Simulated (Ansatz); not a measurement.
# Worked example: the interaction energy

The pair of H2 (SMILES [H][H], atoms 1–2) and Si2H6 (SMILES [SiH3][SiH3], atoms 3–10), both closed shells, in one local arrangement (a lower one may exist), relaxed at PBE0-D4/def2-TZVP:

```
atom    x (Å)    y (Å)    z (Å)
  H1  -0.9809   0.3662  -2.6359
  H2  -0.3352   0.6634  -2.8636
 Si3   1.2335  -0.1273   0.2123
 Si4  -0.9054  -0.1292   1.1579
  H5   1.3614  -1.2244  -0.7837
  H6   1.4998   1.1685  -0.4677
  H7   2.2576  -0.3260   1.2733
  H8  -1.1566  -1.4196   1.8543
  H9  -1.9428   0.0524   0.1074
 H10  -1.0315   0.9759   2.1458
```

Both fragments are computed in the basis of the whole pair.

Program: Ansatz 0.2.0. Basis: def2-TZVPPD and def2-QZVPPD. Cores are frozen in the correlated methods.

Energies in eV:

| quantity | pair | first fragment | second fragment |
| --- | --- | --- | --- |
| Hartree–Fock, triple zeta (X = 3) | -15850.58283 | -30.82968 | -15819.76792 |
| Hartree–Fock, quadruple zeta (X = 4) | -15851.08442 | -30.84376 | -15820.25517 |
| MP2 correlation, X = 3 | -8.14037 | -0.86523 | -7.24651 |
| MP2 correlation, X = 4 | -8.66401 | -0.90149 | -7.73153 |
| CCSD(T) correlation, X = 3 | -9.98061 | -1.07583 | -8.87436 |

Problem. Work out the interaction energy at the basis limit: extrapolate Hartree–Fock as E(X) = E∞ + A exp(−7.88 √X) and the MP2 correlation as E(X) = E∞ + B X^−2.97 (the exponents that Neese and Valeev fitted for def2-TZVPP and QZVPP, reused here for the diffuse sets), then add CCSD(T) − MP2 in triple zeta.

Solution. Each step is linear, so take the differences first (pair − first fragment − second fragment): Hartree–Fock 0.01477 (X = 3) and 0.01451 (X = 4); MP2 correlation -0.02863 and -0.03099; CCSD(T) correlation -0.03042.
Two points give E∞ = E(4) + w [E(4) − E(3)], with w = 1/(exp(7.88 (2 − √3)) − 1) = 0.1377 for Hartree–Fock and w = 1/((4/3)^2.97 − 1) = 0.7407 for the correlation.
Hartree–Fock: 0.01451 + 0.1377 × (-0.00026) = 0.0145 eV.
MP2 correlation: -0.03099 + 0.7407 × (-0.00236) = -0.0327 eV.
CCSD(T) − MP2: -0.03042 − (-0.02863) = -0.0018 eV.
Sum: 0.0145 + (-0.0327) + (-0.0018) = -0.0200 eV, or -0.46 kcal/mol. Plain CCSD(T) in triple zeta gives -0.0156 eV, so the larger basis shifts the result by -0.0044 eV.

T1 diagnostic: at most 0.013.

For scale, one of the runs: CCSD(T)/def2-TZVPPD, 232 basis functions (an equivalent command: `ansatz run in.yaml --threads 2`). Hardware: 2 CPU threads, shared host. Wall time 52 s; peak host memory 3.7 GiB.
